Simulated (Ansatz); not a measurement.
Ansatz (a first-principles code) input (CCSD(T)/def2-TZVPP):

Ansatz 0.2 input:
```yaml
crystal:
  periodic: [false, false, false]
  atoms:
    - {symbol: Si, position_ang: [0.80197483, -0.19760247, 0.60595417]}
    - {symbol: H, position_ang: [2.06331240, -0.51011346, -0.15628702]}
    - {symbol: Cl, position_ang: [-0.78182117, 0.19273812, -0.48982772]}
basis:
  gaussian:
    orbitals: def2-TZVPP
total_charge: 1
magnetization: {spin_polarized: true, initial_magnetization: 1}
correlation: {method: ccsd_t, electrons: outside_noble_gas}
```

End of the output:

```
reference -20374.01133735 eV, -748.7311066466 hartree; 6, 5 occupied and 82, 83 virtual orbitals, 574 factors
second order -7.06608023 eV of doubles, -0.00000000 eV of singles
coupled cluster: 0.38 GiB planned
cycle   1  -7.83069164 eV  change   -3.1e-1 eV  update   1.8e-2
cycle   2  -7.84864182 eV  change   -1.8e-2 eV  update   4.9e-3
cycle   3  -7.85022992 eV  change   -1.6e-3 eV  update   2.6e-3
cycle   4  -7.85235911 eV  change   -2.1e-3 eV  update   1.3e-3
cycle   5  -7.85306537 eV  change   -7.1e-4 eV  update   7.2e-4
cycle   6  -7.85309890 eV  change   -3.4e-5 eV  update   2.6e-4
cycle   7  -7.85310402 eV  change   -5.1e-6 eV  update   1.1e-4
cycle   8  -7.85310453 eV  change   -5.1e-7 eV  update   4.1e-5
cycle   9  -7.85309078 eV  change    1.4e-5 eV  update   1.6e-5
cycle  10  -7.85308888 eV  change    1.9e-6 eV  update   5.2e-6
perturbative correction -0.35455609 eV, -0.0130296961 hartree
Total energy: -20382.21898232 eV, -749.0327320359 hartree
```
